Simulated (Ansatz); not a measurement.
System: C4H6S, charge 0, multiplicity 1. 
Geometry from a B3LYP-D3(BJ)/def2-TZVP (Ansatz, an electronic-structure program) optimisation:
```
C
C 1 1.3252
H 2 1.0834 1 123.13
H 1 1.0834 2 123.13 3 0.00
C 2 1.4977 3 119.67 1 -180.00
H 5 1.0924 2 111.84 3 60.48
H 5 1.0924 6 107.75 2 123.31
C 1 1.4977 4 119.67 2 -180.00
H 8 1.0924 1 111.84 4 60.48
H 8 1.0924 9 107.75 1 123.31
S 5 1.8383 6 109.86 7 119.67
```

Parts of the frozen-core correlation energy in aug-cc-pV(D+d)Z (Ansatz, hartree). Frozen orbitals: 9; correlated occupied orbitals by spin: 14 and 14; virtual: 155 and 155. Spin-orbit coupling is left out. Non-relativistic.

| term | value |
|---|---|
| reference (HF) | -552.49880 |
| MP2 opposite-spin | … |
| MP2 same-spin | … |
| CCSD correlation | -0.75385 |
| (T) | … |
| T1 diagnostic | 0.011 |
| largest doubles amplitude | 0.054 |

Problem. What belongs in the gaps?

Solution. 
- MP2 opposite-spin, value: -0.52767
- MP2 same-spin, value: -0.17449
- (T), value: -0.03127
